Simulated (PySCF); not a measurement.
## Pb²⁺ (lead, charge +2) across methods

[Xe] 4f14 5d10 6s1 6d1, high-spin 3D determinant (an excited configuration). Computed with PySCF 2.14 in aug-cc-pVTZ-DK3, with scalar relativity by spin-free X2C-1e.

```
method   E (hartree)  mean ε 5d β (eV)  mean ε 6s α (eV)  mean ε 6d α (eV)  Σ⟨r²⟩ (bohr²)   ⟨S²⟩
   LDA     -20869.92           -42.171           -31.542           -10.591          58.87  2.000
  PBE0     -20882.36           -44.317           -32.081           -11.071          59.35  2.000
   PBE     -20882.67           -41.920           -31.086           -10.697          59.04  2.000
   UHF  -20876.52813           -50.347           -34.258           -11.807          61.48  2.001
  TPSS     -20881.81           -41.981           -30.902           -10.628          59.03  2.001
r2SCAN     -20882.58           -42.503           -31.203           -10.607          59.05  2.001
```

Estimate the same row for BLYP.

E (hartree) = -20883.77; mean ε 5d β (eV) = -41.740; mean ε 6s α (eV) = -31.022; mean ε 6d α (eV) = -10.563; Σ⟨r²⟩ (bohr²) = 59.17; ⟨S²⟩ = 2.000.

Spin-orbit coupling, absent here, splits the open shell strongly. The outer electron is Rydberg-like, and this basis confines it to a smaller radius and binds it less than a complete one would.
